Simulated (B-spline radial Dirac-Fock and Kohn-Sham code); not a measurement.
**Cross section and asymmetry of the 4p1/2 subshell of Rb⁵⁺**

System: rubidium as Rb⁵⁺, configuration [Ar] 3d10 4s2 4p2. The computed 4p1/2 threshold is 82.47 eV; without correlation, outer thresholds are uncertain by 1 to 2 eV. With an open shell the threshold is an average over the terms of the final ion.

Level of theory: Dirac-Hartree-Slater photoionisation with all multipoles and Dirac-Fock thresholds; a radial finite-basis atomic code. Interchannel coupling and autoionising resonances are not included, so magnitudes near threshold are approximate.

```tsv
kinetic energy (eV)	σ (Mb)	β
1.5	0.0545	-0.43
1.9	0.0542	-0.42
2.3	0.0539	-0.41
2.9	0.0535	-0.41
3.7	0.0531	-0.40
4.6	0.0525	-0.38
5.7	0.0519	-0.36
7.2	0.0512	-0.34
9.0	0.0503	-0.31
11.2	0.0494	-0.26
14.0	0.0484	-0.21
17.5	0.0473	-0.13
21.9	0.0460	-0.03
27.4	0.0447	0.08
34.2	0.0433	0.22
42.8	0.0419	0.38
53.5	0.0400	0.56
66.9	0.0373	0.73
83.7	0.0348	0.90
104.7	0.0318	1.07
130.9	0.0284	1.21
163.6	0.0246	1.34
204.6	0.0204	1.44
255.8	0.0165	1.52
319.9	0.0130	1.58
400.0	0.0101	1.63
```

The cross section shows no minimum in this range. It is largest at the lowest energy, 0.0545 Mb. β ranges from -0.43 (at 1.5 eV) to 1.63.

Run: 4.2 s of CPU time on 1 thread of Intel(R) Xeon(R) Platinum 8559C (shared host), peak memory 0.35 GiB.
